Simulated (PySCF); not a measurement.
Spectra and structures to be paired. Method used: PySCF 2.14.0, density-fitted response routines, TDDFT CAM-B3LYP/def2-SVPD, vertical, gas phase, core orbitals frozen in the response. Geometries: GFN2-xTB; one conformer of each isolated species. Triplets are in the Tamm–Dancoff approximation.

A. `O=COCC(=O)OCF`
B. `O=[PH](O)O`
C. `C=CC[SiH2]O`
D. `F[C@](C#C)(CO)CC`
E. `Cl[SiH2]N1CCCC1`

Lowest singlet levels (six at most, fewer where fewer were computed) with oscillator strengths:

1. 8.15 eV (f 0.036); 8.34 eV (f 0.040); 8.69 eV (f 0.012); 8.78 eV (f 0.015); 8.85 eV (f 0.024); 9.05 eV (f 0.009); T1 7.91 eV
2. 6.73 eV (f 0.254); 6.83 eV (f 0.097); 7.28 eV (f 0.018); 7.71 eV (f 0.001); 7.84 eV (f 0.048); 7.91 eV (f 0.025); T1 4.33 eV
3. 5.89 eV (f 0.001); 6.00 eV (f 0.001); 7.65 eV (f 0.024); 7.97 eV (f 0.061); 8.17 eV (f 0.003); 8.27 eV (f 0.077); T1 5.39 eV
4. 6.29 eV (f 0.002); 6.82 eV (f 0.001); 7.07 eV (f 0.003); 7.39 eV (f 0.013); 7.98 eV (f 0.074); 8.29 eV (f 0.027); T1 5.38 eV
5. 5.66 eV (f 0.004); 5.83 eV (f 0.012); 6.76 eV (f 0.010); 6.84 eV (f 0.019); 6.90 eV (f 0.019); 7.25 eV (f 0.002); T1 5.53 eV

**Question.** Match each spectrum to its molecule.

**Answer.** 1 = B, 2 = C, 3 = A, 4 = D, 5 = E.
- A: S1 at 5.89 eV, HOMO→LUMO (79%), HOMO→LUMO+1 (11%); Löwdin shares by element: HOMO oxygen 66% or more, carbon 20% or more; LUMO carbon 36% or more, oxygen 31% or more (atoms not listed hold the other 33%); HOMO -10.23 and LUMO 0.47 eV.
- B: S1 at 8.15 eV, HOMO→LUMO (94%); Löwdin shares by element: HOMO oxygen 90%, phosphorus 8%; LUMO oxygen 45% or more, phosphorus 20%, hydrogen 12% or more (atoms not listed hold the other 23%); HOMO -10.53 and LUMO 0.90 eV; point group Cs.
- C: S1 at 6.73 eV, HOMO→LUMO (81%), HOMO→LUMO+1 (16%); Löwdin shares by element: HOMO carbon 73%, silicon 9% (atoms not listed hold the other 18%); LUMO carbon 60%, silicon 7% (atoms not listed hold the other 33%); HOMO -8.62 and LUMO 0.99 eV.
- D: S1 at 6.29 eV, HOMO→LUMO (33%), HOMO→LUMO+1 (18%), HOMO-1→LUMO (10%); Löwdin shares by element: HOMO carbon 47% or more, oxygen 26% (atoms not listed hold the other 27%); LUMO carbon 29% or more, fluorine 12%, oxygen 11% (atoms not listed hold the other 49%); HOMO -9.42 and LUMO 1.03 eV.
- E: S1 at 5.66 eV, HOMO→LUMO+1 (90%); Löwdin shares by element: HOMO nitrogen 52%, carbon 18% or more, silicon 8% (atoms not listed hold the other 22%); LUMO carbon 24% or more, silicon 22% (atoms not listed hold the other 54%); HOMO -7.69 and LUMO 1.16 eV.
